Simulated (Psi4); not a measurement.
HAlClFO (SMILES [OH][Al]([F])[Cl]), singlet, at a GFN2-xTB geometry (such geometries of metal compounds can be far from the true shape), atoms displaced at random by about 0.03 Å a coordinate; R2SCAN/cc-pVDZ, gradient (Psi4).

Here is a job for Psi4.
```
memory 2 GB

molecule {
0 1
Al    0.11293881    0.13648096   -0.30068314
F     1.80141272    0.28110274   -0.43634961
Cl   -0.63774440   -0.53932562    1.36109575
O    -0.76156369    0.61326541   -1.57023912
H    -0.90640260    0.92773315   -2.46183040
symmetry c1
no_reorient
no_com
}

set {
  basis cc-pvdz
}

gradient('r2scan')
print_variables()
```

What the program printed (banner, timings and long lists left out):

```
gradient() will perform analytic gradient computation.

   => Loading Basis Set <=

    Name: CC-PVDZ
    Role: ORBITAL
    Keyword: BASIS

         ---------------------------------------------------------
                                   SCF
               by Justin Turney, Rob Parrish, Andy Simmonett
                          and Daniel G. A. Smith
                              RKS Reference
         ---------------------------------------------------------

  ==> Geometry <==

    Molecular point group: c1
    Full point group: C1

    Geometry (in Angstrom), charge = 0, multiplicity = 1:

       Center              X                  Y                   Z               Mass
    ------------   -----------------  -----------------  -----------------  -----------------
         AL           0.112938810000     0.136480960000    -0.300683140000    26.981538530000
         F            1.801412720000     0.281102740000    -0.436349610000    18.998403162730
         CL          -0.637744400000    -0.539325620000     1.361095750000    34.968852682000
         O           -0.761563690000     0.613265410000    -1.570239120000    15.994914619570
         H           -0.906402600000     0.927733150000    -2.461830400000     1.007825032230

  Running in c1 symmetry.

  Rotational constants: A =      0.22885  B =      0.11379  C =      0.07603 [cm^-1]
  Rotational constants: A =   6860.70470  B =   3411.23019  C =   2279.37307 [MHz]
  Nuclear repulsion =  203.520432626150040

  Charge       = 0
  Multiplicity = 1
  Electrons    = 48
  Nalpha       = 24
  Nbeta        = 24

  ==> Algorithm <==

  SCF Algorithm Type is DF.
  DIIS enabled.
  MOM disabled.
  Fractional occupation disabled.
  Guess Type is SAD.
  Energy threshold   = 1.00e-08
  Density threshold  = 1.00e-08
  Integral threshold = 1.00e-12

  ==> Primary Basis <==

  Basis Set: CC-PVDZ
    Blend: CC-PVDZ
    Number of shells: 31
    Number of basis functions: 69
    Number of Cartesian functions: 73
    Spherical Harmonics?: true
    Max angular momentum: 2

  ==> DFT Potential <==

   => LibXC <=

    Version 7.1.2
    S. Lehtola, C. Steigemann, M. J. T. Oliveira, and M. A. L. Marques,  SoftwareX 7, 1–5 (2018) (10.1016/j.softx.2017.11.002)

   => Composite Functional: R2SCAN <=

    r2SCAN Meta-GGA XC Functional  (0.1021/acs.jpclett.0c02405)
    J. W. Furness, A. D. Kaplan, J. Ning, J. P. Perdew, J. Sun  J. Phys. Chem. Lett.  11, 8208–8215, 2020

    Deriv               =              1
    GGA                 =           TRUE
    Meta                =           TRUE

    Exchange Hybrid     =          FALSE
    MP2 Hybrid          =          FALSE

   => Exchange Functionals <=

    1.0000   XC_MGGA_X_R2SCAN

   => Correlation Functionals <=

    1.0000   XC_MGGA_C_R2SCAN

   => LibXC Density Thresholds  <==

    XC_MGGA_C_R2SCAN:  1.00E-15
    XC_MGGA_X_R2SCAN:  1.00E-11

   => Molecular Quadrature <=

    Radial Scheme          =       TREUTLER
    Pruning Scheme         =           NONE
    Nuclear Scheme         =       TREUTLER

    Blocking Scheme        =         OCTREE
    BS radius alpha        =              1
    Pruning alpha          =              1
    Radial Points          =             75
    Spherical Points       =            302
    Total Points           =         108632
    Total Blocks           =            885
    Max Points             =            255
    Max Functions          =             69
    Weights Tolerance      =       1.00E-15

   => Loading Basis Set <=

    Name: (CC-PVDZ AUX)
    Role: JKFIT
    Keyword: DF_BASIS_SCF

  ==> Integral Setup <==

  SCF_SUBTYPE=INCORE selected. In-core MEM_DF algorithm will be used.
  Using in-core AOs.

  ==> MemDFJK: Density-Fitted J/K Matrices <==

    J tasked:                   Yes
    K tasked:                    No
    wK tasked:                   No
    Algorithm:                 Core
    Schwarz Cutoff:           1E-12
    Mask sparsity (%):       0.0000
    Fitting Condition:        1E-10

[...]
  @DF-RKS Final Energy:  -878.35007389718021
    Total Energy =                       -878.3500738971802093
[...]
                                   SCF GRAD
                          Rob Parrish, Justin Turney,
                       Andy Simmonett, and Alex Sokolov
         ------------------------------------------------------------

  ==> Geometry <==

    Molecular point group: c1
    Full point group: C1

    Geometry (in Angstrom), charge = 0, multiplicity = 1:

       Center              X                  Y                   Z               Mass
    ------------   -----------------  -----------------  -----------------  -----------------
         AL           0.112938810000     0.136480960000    -0.300683140000    26.981538530000
         F            1.801412720000     0.281102740000    -0.436349610000    18.998403162730
         CL          -0.637744400000    -0.539325620000     1.361095750000    34.968852682000
         O           -0.761563690000     0.613265410000    -1.570239120000    15.994914619570
         H           -0.906402600000     0.927733150000    -2.461830400000     1.007825032230

  Nuclear repulsion =  203.520432626150040

  ==> Basis Set <==

  Basis Set: CC-PVDZ
    Blend: CC-PVDZ
    Number of shells: 31
    Number of basis functions: 69
    Number of Cartesian functions: 73
    Spherical Harmonics?: true
    Max angular momentum: 2

  ==> DFJKGrad: Density-Fitted SCF Gradients <==

    Gradient:                    1
    J tasked:                  Yes
    K tasked:                   No
    wK tasked:                  No
    Integrals threads:           1
    Schwarz Cutoff:          1E-12
    Fitting Condition:       1E-10

   => Auxiliary Basis Set <=

  Basis Set: (CC-PVDZ AUX)
    Blend: CC-PVDZ-JKFIT
    Number of shells: 129
    Number of basis functions: 387
    Number of Cartesian functions: 447
    Spherical Harmonics?: true
    Max angular momentum: 3

  ==> DFT Potential <==

   => LibXC <=

    Version 7.1.2
    S. Lehtola, C. Steigemann, M. J. T. Oliveira, and M. A. L. Marques,  SoftwareX 7, 1–5 (2018) (10.1016/j.softx.2017.11.002)

   => Composite Functional: R2SCAN <=

    r2SCAN Meta-GGA XC Functional  (0.1021/acs.jpclett.0c02405)
    J. W. Furness, A. D. Kaplan, J. Ning, J. P. Perdew, J. Sun  J. Phys. Chem. Lett.  11, 8208–8215, 2020

    Deriv               =              1
    GGA                 =           TRUE
    Meta                =           TRUE

    Exchange Hybrid     =          FALSE
    MP2 Hybrid          =          FALSE

   => Exchange Functionals <=

    1.0000   XC_MGGA_X_R2SCAN

   => Correlation Functionals <=

    1.0000   XC_MGGA_C_R2SCAN

   => LibXC Density Thresholds  <==

    XC_MGGA_C_R2SCAN:  1.00E-15
    XC_MGGA_X_R2SCAN:  1.00E-11

   => Molecular Quadrature <=

    Radial Scheme          =       TREUTLER
    Pruning Scheme         =           NONE
    Nuclear Scheme         =       TREUTLER

    Blocking Scheme        =         OCTREE
    BS radius alpha        =              1
    Pruning alpha          =              1
    Radial Points          =             75
    Spherical Points       =            302
    Total Points           =         108632
    Total Blocks           =            885
    Max Points             =            255
    Max Functions          =             69
    Weights Tolerance      =       1.00E-15

  -Total Gradient:
     Atom            X                  Y                   Z
    ------   -----------------  -----------------  -----------------
       1       -0.063833319600    -0.015538579391     0.031139024586
       2        0.004461402661     0.001998502109    -0.003231549662
       3        0.028732624993     0.025351926527    -0.061462614591
       4        0.033981896560    -0.012683053100     0.036813937511
       5       -0.003838349210     0.001130286816    -0.003630561095

  Variable Map:
  ----------------------------------------------------------------------------
[...]
  Array Variable Map:
  ----------------------------------------------------------------------------
[...]
[...]
```
